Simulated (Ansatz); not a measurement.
Reaction (redistribution): `NB[SiH2]O` + `B[AsH2]` → `O[SiH2][AsH2]` + `BBN`

Computed with Ansatz on PBE0-D4/def2-TZVP structures; ΔE is electronic, products minus reactants. CBS: MP2 limit from def2 TZ/QZ plus the TZ coupled-cluster correction, frozen cores. Functionals use def2-TZVPP. HSE06 is defined as in plane-wave codes. For As outer-core shells are correlated without core-valence functions, which leaves a few kJ/mol of doubt a bond. Scalar relativity is left out up to krypton. One conformer a species, not always the lowest.

`NB[SiH2]O`:

Cartesian coordinates in Å:
```
N 1.307 -1.369 0.168
B 0.009 -0.883 0.130
Si -0.379 1.024 -0.404
O -1.426 1.781 0.640
H 1.535 -2.319 0.413
H 2.117 -0.809 -0.040
H -0.870 -1.652 0.416
H -0.920 1.056 -1.799
H 0.845 1.877 -0.398
H -2.218 1.295 0.875
```

`B[AsH2]`:

Cartesian coordinates in Å:
```
B 0.409 -0.838 0.017
As -0.631 0.735 -0.584
H 1.559 -0.932 -0.286
H -0.156 -1.753 0.534
H -1.534 0.942 0.610
H 0.353 1.845 -0.292
```

`O[SiH2][AsH2]`:

Cartesian coordinates in Å:
```
O 0.294 -1.542 -0.901
Si 0.477 -0.006 -0.324
As -1.671 0.653 0.378
H 1.085 -2.020 -1.153
H 1.495 0.027 0.763
H 0.925 0.932 -1.392
H -1.105 1.971 0.894
H -1.501 -0.016 1.735
```

`BBN`:

```xyz
8

B     0.074   -1.027   -0.959
B     0.398    0.245    0.063
N    -0.446    0.876    0.970
H     0.289   -2.168   -0.649
H    -0.288   -0.862   -2.092
H     1.528    0.675   -0.001
H    -0.150    1.645    1.547
H    -1.406    0.617    1.120
```

```
             level  ΔE (kJ/mol)
            PBE-D4         -4.8
            B2PLYP         -5.1
               PBE         -4.2
           r2SCAN0         -7.3
             HSE06         -6.3
RPA@PBE/def2-TZVPP          3.4
     CCSD/def2-SVP          2.3
    MP2/def2-QZVPP         -3.9
```

Problem. What does CCSD(T)/CBS give? (Best estimate.)

Solution. Computed: -3.5 kJ/mol. The listed levels differ from it by -1.3, -1.6, -0.7, -3.8, -2.8, 6.9, 5.8, -0.4 kJ/mol.

Largest T1 diagnostic among the species: 0.014.

In def2-TZVPP, CCSD(T) changes the Hartree–Fock value by +9.9 kJ/mol (the triples alone add +2.2 kJ/mol) and MP2 by +8.4 kJ/mol. At CCSD(T), def2-SVP lies +8.2 kJ/mol from the extrapolated value and def2-TZVPP +3.0 kJ/mol.
